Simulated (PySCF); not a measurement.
Worked example: oscillator strength and radiative lifetime

3-ethynylfuran (C6H4O), SMILES C#Cc1ccoc1.

Geometry: PBE0-D3(BJ)/def2-SVP.

TDA-M06-2X/def2-SVPD (PySCF) puts the first singlet state with f over 0.02 at 6.09 eV (vertical), with the transition dipole (0.670, -0.817, 0.000) in atomic units.

### Question
Find the oscillator strength, the wavelength and the radiative lifetime that this transition would have in vacuum if emission retraced absorption.

### Answer

|μ|² = 1.1164 au, so |μ| = 2.69 D. ΔE = 6.09/27.211 = 0.2238 hartree. f = (2/3) ΔE |μ|² = 0.167 (the program prints 0.166).
λ = 1239.84/6.09 = 204 nm; ν = 49119 cm⁻¹.
Einstein's coefficient A = 0.6670 ν² f s⁻¹ (ν in cm⁻¹) = 2.7e8 s⁻¹, so τ = 1/A = 3.7 ns. This state is S2; the lower singlet has f = 0.000. The figure is the radiative limit of this one transition; relaxation, internal conversion, crossing to triplets and a medium change what is measured.
